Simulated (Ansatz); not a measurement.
**Molecular dynamics of GeH₅O**

The input (input.yaml):

```yaml
crystal:
  periodic: [false, false, false]
  atoms:
    - { symbol: Ge, position_ang: [-0.018094, -0.058814, 0.174197] }
    - { symbol: H, position_ang: [0.0029, 0.220602, 1.861403] }
    - { symbol: H, position_ang: [1.396053, -0.350349, -0.355232] }
    - { symbol: H, position_ang: [-0.629629, 1.136883, -0.573603] }
    - { symbol: O, position_ang: [-1.040321, -1.487176, -0.020828] }
    - { symbol: H, position_ang: [-1.078474, -1.883264, -0.877703] }
    - { symbol: H, position_ang: [-0.022836, 0.332618, 2.912965] }
magnetization:
  spin_polarized: true
  initial_magnetization: 1
basis:
  gaussian: { orbitals: def2-SVP }
hamiltonian:
  xc: hf
md:
  timestep: 0.5
  n_steps: 200
  ensemble: nve
  temperature: 100.0
  initial_velocities: maxwell_boltzmann
  seed: 11024
```

Launched with:

```bash
$ ansatz run input.yaml --threads 1 --pin off --max-ram 2048MiB --backend cpu --events-out ev --progress --plain --runs-dir out
```

It starts at the highest image of a converged band. Of that band: A vibrational analysis at the climbing image gives one clearly imaginary mode, 1925i cm⁻¹: a first-order saddle point. Another band between the same ends, with other settings, climbed to 0.198 eV only, so this may not be the lowest route.

Output, in part (one step line in 4, the closing report, with atoms numbered from 0):

```
md step     0: t =     0.00 fs  T =   100.0 K  F+E_penalty+E_count = -58578.45199325 eV  E_kin = 0.064630 eV  conserved = -58578.38736325 eV  (39 SCF iters)
md step     4: t =     2.00 fs  T =    82.9 K  F+E_penalty+E_count = -58578.44071778 eV  E_kin = 0.053590 eV  conserved = -58578.38712745 eV  (30 SCF iters)
md step     8: t =     4.00 fs  T =    75.6 K  F+E_penalty+E_count = -58578.43614589 eV  E_kin = 0.048880 eV  conserved = -58578.38726553 eV  (31 SCF iters)
md step    12: t =     6.00 fs  T =    68.1 K  F+E_penalty+E_count = -58578.43107045 eV  E_kin = 0.044031 eV  conserved = -58578.38703903 eV  (31 SCF iters)
md step    16: t =     8.00 fs  T =   105.0 K  F+E_penalty+E_count = -58578.45500649 eV  E_kin = 0.067866 eV  conserved = -58578.38714076 eV  (38 SCF iters)
md step    20: t =    10.00 fs  T =   195.3 K  F+E_penalty+E_count = -58578.51318926 eV  E_kin = 0.126232 eV  conserved = -58578.38695750 eV  (37 SCF iters)
md step    24: t =    12.00 fs  T =   357.1 K  F+E_penalty+E_count = -58578.61879476 eV  E_kin = 0.230789 eV  conserved = -58578.38800624 eV  (36 SCF iters)
md step    28: t =    14.00 fs  T =   364.7 K  F+E_penalty+E_count = -58578.62311224 eV  E_kin = 0.235701 eV  conserved = -58578.38741166 eV  (36 SCF iters)
md step    32: t =    16.00 fs  T =   438.9 K  F+E_penalty+E_count = -58578.67056329 eV  E_kin = 0.283648 eV  conserved = -58578.38691505 eV  (38 SCF iters)
md step    36: t =    18.00 fs  T =   702.3 K  F+E_penalty+E_count = -58578.84216279 eV  E_kin = 0.453896 eV  conserved = -58578.38826707 eV  (36 SCF iters)
md step    40: t =    20.00 fs  T =   750.7 K  F+E_penalty+E_count = -58578.87300427 eV  E_kin = 0.485189 eV  conserved = -58578.38781556 eV  (36 SCF iters)
md step    44: t =    22.00 fs  T =   675.4 K  F+E_penalty+E_count = -58578.82341375 eV  E_kin = 0.436503 eV  conserved = -58578.38691108 eV  (32 SCF iters)
md step    48: t =    24.00 fs  T =   749.3 K  F+E_penalty+E_count = -58578.87154244 eV  E_kin = 0.484302 eV  conserved = -58578.38724063 eV  (39 SCF iters)
md step    52: t =    26.00 fs  T =   890.3 K  F+E_penalty+E_count = -58578.96330383 eV  E_kin = 0.575425 eV  conserved = -58578.38787902 eV  (37 SCF iters)
md step    56: t =    28.00 fs  T =   869.1 K  F+E_penalty+E_count = -58578.94966620 eV  E_kin = 0.561709 eV  conserved = -58578.38795723 eV  (35 SCF iters)
md step    60: t =    30.00 fs  T =   755.3 K  F+E_penalty+E_count = -58578.87471224 eV  E_kin = 0.488180 eV  conserved = -58578.38653211 eV  (27 SCF iters)
md step    64: t =    32.00 fs  T =   897.4 K  F+E_penalty+E_count = -58578.96799822 eV  E_kin = 0.579974 eV  conserved = -58578.38802468 eV  (37 SCF iters)
md step    68: t =    34.00 fs  T =   923.6 K  F+E_penalty+E_count = -58578.98474114 eV  E_kin = 0.596942 eV  conserved = -58578.38779895 eV  (37 SCF iters)
md step    72: t =    36.00 fs  T =   808.9 K  F+E_penalty+E_count = -58578.90994911 eV  E_kin = 0.522782 eV  conserved = -58578.38716740 eV  (38 SCF iters)
md step    76: t =    38.00 fs  T =   780.2 K  F+E_penalty+E_count = -58578.89117057 eV  E_kin = 0.504237 eV  conserved = -58578.38693333 eV  (27 SCF iters)
md step    80: t =    40.00 fs  T =   893.5 K  F+E_penalty+E_count = -58578.96516807 eV  E_kin = 0.577492 eV  conserved = -58578.38767565 eV  (38 SCF iters)
md step    84: t =    42.00 fs  T =   918.7 K  F+E_penalty+E_count = -58578.98178239 eV  E_kin = 0.593765 eV  conserved = -58578.38801729 eV  (36 SCF iters)
md step    88: t =    44.00 fs  T =   791.5 K  F+E_penalty+E_count = -58578.89843464 eV  E_kin = 0.511540 eV  conserved = -58578.38689490 eV  (35 SCF iters)
md step    92: t =    46.00 fs  T =   850.8 K  F+E_penalty+E_count = -58578.93725006 eV  E_kin = 0.549891 eV  conserved = -58578.38735937 eV  (34 SCF iters)
md step    96: t =    48.00 fs  T =   963.8 K  F+E_penalty+E_count = -58579.01101726 eV  E_kin = 0.622872 eV  conserved = -58578.38814479 eV  (34 SCF iters)
md step   100: t =    50.00 fs  T =   869.0 K  F+E_penalty+E_count = -58578.94888769 eV  E_kin = 0.561651 eV  conserved = -58578.38723674 eV  (37 SCF iters)
md step   104: t =    52.00 fs  T =   803.9 K  F+E_penalty+E_count = -58578.90660107 eV  E_kin = 0.519559 eV  conserved = -58578.38704232 eV  (28 SCF iters)
md step   108: t =    54.00 fs  T =   868.2 K  F+E_penalty+E_count = -58578.94845907 eV  E_kin = 0.561138 eV  conserved = -58578.38732058 eV  (36 SCF iters)
md step   112: t =    56.00 fs  T =   937.3 K  F+E_penalty+E_count = -58578.99389952 eV  E_kin = 0.605797 eV  conserved = -58578.38810242 eV  (35 SCF iters)
md step   116: t =    58.00 fs  T =   812.8 K  F+E_penalty+E_count = -58578.91256331 eV  E_kin = 0.525300 eV  conserved = -58578.38726316 eV  (36 SCF iters)
md step   120: t =    60.00 fs  T =   770.9 K  F+E_penalty+E_count = -58578.88518302 eV  E_kin = 0.498252 eV  conserved = -58578.38693109 eV  (29 SCF iters)
md step   124: t =    62.00 fs  T =   903.6 K  F+E_penalty+E_count = -58578.97208278 eV  E_kin = 0.584028 eV  conserved = -58578.38805464 eV  (42 SCF iters)
md step   128: t =    64.00 fs  T =   875.1 K  F+E_penalty+E_count = -58578.95312006 eV  E_kin = 0.565581 eV  conserved = -58578.38753899 eV  (36 SCF iters)
md step   132: t =    66.00 fs  T =   792.4 K  F+E_penalty+E_count = -58578.89906996 eV  E_kin = 0.512111 eV  conserved = -58578.38695919 eV  (29 SCF iters)
md step   136: t =    68.00 fs  T =   847.1 K  F+E_penalty+E_count = -58578.93471008 eV  E_kin = 0.547495 eV  conserved = -58578.38721480 eV  (36 SCF iters)
md step   140: t =    70.00 fs  T =   961.3 K  F+E_penalty+E_count = -58579.00914082 eV  E_kin = 0.621265 eV  conserved = -58578.38787596 eV  (35 SCF iters)
md step   144: t =    72.00 fs  T =   918.5 K  F+E_penalty+E_count = -58578.98143747 eV  E_kin = 0.593601 eV  conserved = -58578.38783654 eV  (36 SCF iters)
md step   148: t =    74.00 fs  T =   795.4 K  F+E_penalty+E_count = -58578.90076744 eV  E_kin = 0.514063 eV  conserved = -58578.38670404 eV  (27 SCF iters)
md step   152: t =    76.00 fs  T =   888.2 K  F+E_penalty+E_count = -58578.96185883 eV  E_kin = 0.574013 eV  conserved = -58578.38784588 eV  (34 SCF iters)
md step   156: t =    78.00 fs  T =   902.7 K  F+E_penalty+E_count = -58578.97123238 eV  E_kin = 0.583422 eV  conserved = -58578.38781061 eV  (33 SCF iters)
md step   160: t =    80.00 fs  T =   790.2 K  F+E_penalty+E_count = -58578.89777920 eV  E_kin = 0.510719 eV  conserved = -58578.38706066 eV  (35 SCF iters)
md step   164: t =    82.00 fs  T =   780.1 K  F+E_penalty+E_count = -58578.89124591 eV  E_kin = 0.504206 eV  conserved = -58578.38704007 eV  (29 SCF iters)
md step   168: t =    84.00 fs  T =   890.9 K  F+E_penalty+E_count = -58578.96333726 eV  E_kin = 0.575764 eV  conserved = -58578.38757288 eV  (33 SCF iters)
md step   172: t =    86.00 fs  T =   935.0 K  F+E_penalty+E_count = -58578.99234966 eV  E_kin = 0.604274 eV  conserved = -58578.38807517 eV  (32 SCF iters)
md step   176: t =    88.00 fs  T =   816.4 K  F+E_penalty+E_count = -58578.91456745 eV  E_kin = 0.527640 eV  conserved = -58578.38692795 eV  (36 SCF iters)
md step   180: t =    90.00 fs  T =   856.8 K  F+E_penalty+E_count = -58578.94120314 eV  E_kin = 0.553777 eV  conserved = -58578.38742652 eV  (35 SCF iters)
md step   184: t =    92.00 fs  T =   934.4 K  F+E_penalty+E_count = -58578.99190145 eV  E_kin = 0.603907 eV  conserved = -58578.38799458 eV  (36 SCF iters)
md step   188: t =    94.00 fs  T =   842.6 K  F+E_penalty+E_count = -58578.93189373 eV  E_kin = 0.544595 eV  conserved = -58578.38729919 eV  (36 SCF iters)
md step   192: t =    96.00 fs  T =   781.0 K  F+E_penalty+E_count = -58578.89174269 eV  E_kin = 0.504790 eV  conserved = -58578.38695251 eV  (30 SCF iters)
md step   196: t =    98.00 fs  T =   862.1 K  F+E_penalty+E_count = -58578.94460364 eV  E_kin = 0.557189 eV  conserved = -58578.38741431 eV  (35 SCF iters)
md step   200: t =   100.00 fs  T =   937.6 K  F+E_penalty+E_count = -58578.99387452 eV  E_kin = 0.605949 eV  conserved = -58578.38792554 eV  (42 SCF iters)
Total energy: -58578.99387452 eV, -2152.7383186203 hartree
Atom 0 at     0.021212    -0.058408     0.042324 Å, force    -0.461267    -0.452080     0.497952 eV/Å
Atom 1 at     0.658315     0.094678     1.422069 Å, force    -0.091489    -0.096060     0.029457 eV/Å
Atom 2 at     1.100269    -0.185240    -0.994819 Å, force     0.421049    -0.279488    -0.488984 eV/Å
Atom 3 at    -0.807022     1.152249    -0.307269 Å, force    -0.354023     0.432096    -0.072858 eV/Å
Atom 4 at    -1.039554    -1.489534     0.129959 Å, force     0.804538     0.446252     0.646828 eV/Å
Atom 5 at    -1.564945    -1.732847    -0.601726 Å, force    -0.318808    -0.050720    -0.612395 eV/Å
Atom 6 at    -2.562934     0.135850    10.558197 Å, force     0.000000    -0.000000    -0.000000 eV/Å
Dipole moment:     0.007279     0.157473    -0.286336 e Å
```

The run went to its last step. The conserved energy stayed within 0.14 meV per atom of its start (net change -0.08 meV per atom), so the integration is sound. The kinetic energy rose, since the run started high on the potential surface and went downhill. It ends in pieces (GeH4O + H), so much of that is their flight and rotation, not heat. A run of 0.1 ps of so small a system gives no equilibrium averages.

Between its relaxed ends the band would form H2–H7 and break Ge1–H2. These pairs go: H2–H7 1.06 → 9.69 Å, Ge1–H2 1.71 → 1.53 Å. In the last frame they stand as before the step (other bonds may differ from the relaxed reactants and products). It ends as GeH4O + H. Pairs count as bonded within 1.25 times the sum of covalent radii (0.12 Å more for H–H).

Last frame:

```xyz
7
Properties=species:S:1:pos:R:3
Ge 0.021 -0.058 0.042
H 0.658 0.095 1.422
H 1.100 -0.185 -0.995
H -0.807 1.152 -0.307
O -1.040 -1.490 0.130
H -1.565 -1.733 -0.602
H -2.563 0.136 10.558
```

The run took 2.4 min on 1 thread of Intel(R) Xeon(R) 6975P-C (Granite Rapids), on a shared host, peak memory 0.16 GiB.
